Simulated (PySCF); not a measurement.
C4H10AlO, charge +1, singlet, at a GFN2-xTB geometry (such geometries of metal compounds can be far from the true shape).

PySCF was given this input:
```python
from pyscf import gto, scf, mp

mol = gto.M(
    atom='''
Al   -0.10419977    0.57140530    1.33762439
C     0.04078877    1.18229227    3.19981155
H    -0.30812157    0.38742778    3.87011631
H    -0.57948601    2.07712581    3.33464422
H     1.08729508    1.42193573    3.42335730
O    -0.27442005    0.10268506   -0.18883442
C    -0.29740402   -0.40019465   -1.55155279
C    -0.34774280   -1.91414823   -1.49477208
C     0.92943384    0.12622446   -2.26953104
H    -1.21049240   -0.00054383   -2.00403294
H     0.55605354   -2.30441084   -1.02986935
H    -0.42551766   -2.31544039   -2.50181994
H    -1.21303812   -2.24442293   -0.92311787
H     0.94998055    1.21394957   -2.23989584
H     1.83408505   -0.25974759   -1.80261832
H     0.90874425   -0.19066576   -3.30893904
''',
    basis='6-31g*',
    charge=1,
    verbose=4,
)

mf = scf.RHF(mol)
mf.kernel()

pt = mp.MP2(mf, frozen=10)
pt.kernel()
print('E(MP2) = %.10f' % pt.e_tot)
```

Task: Estimate the nuclear repulsion energy that PySCF with MP2/6-31G* returns for this input.

Result: 276.9615 Eh

Task: Give the MP2 correlation energy at the level MP2/6-31G*.

Result: -0.7386 Eh

Task: What total energy does MP2/6-31G* give?

Result: -474.6042 Eh

Task: Estimate the SCF-reference HOMO-LUMO gap that MP2/6-31G* returns for this input.

Result: 12.94 eV

Task: Predict the SCF-reference Mulliken (on the basis functions themselves) charges in atom order from MP2/6-31G*.

Result: Al1 1.31, C2 -0.79, H3 0.27, H4 0.27, H5 0.27, O6 -0.84, C7 0.18, C8 -0.51, C9 -0.51, H10 0.21, H11 0.18, H12 0.21, H13 0.19, H14 0.19, H15 0.18, H16 0.21

Task: Predict the SCF-reference HOMO energy from MP2/6-31G*.

Result: -16.52 eV
